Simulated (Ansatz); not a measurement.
The free W atom, lowest solution found in each spin (singlets restricted, other states unrestricted); no spin–orbit coupling, and no relativity up to Kr.

Codes used: Ansatz (Gaussian orbitals). Each number belongs to the level named beside it. In def2 rows elements past Kr take small-core potentials, without spin–orbit coupling.

Q: One of these levels gives -11.56 kcal/mol for the energy of multiplicity 7 less that of multiplicity 5. Name it.
A. CAM-B3LYP/def2-TZVPP
B. SVWN5/def2-TZVPP
C. B97M-V/def2-TZVPP
D. BHLYP/def2-TZVPP

A: B, SVWN5/def2-TZVPP. The others give -15.95 (B97M-V/def2-TZVPP), -2.28 (BHLYP/def2-TZVPP), -1.21 (CAM-B3LYP/def2-TZVPP)

Doubts at one or more of the structures used: a spin-contaminated determinant (SVWN5/def2-TZVPP, B97M-V/def2-TZVPP).

Ansatz is a program for electronic structure.
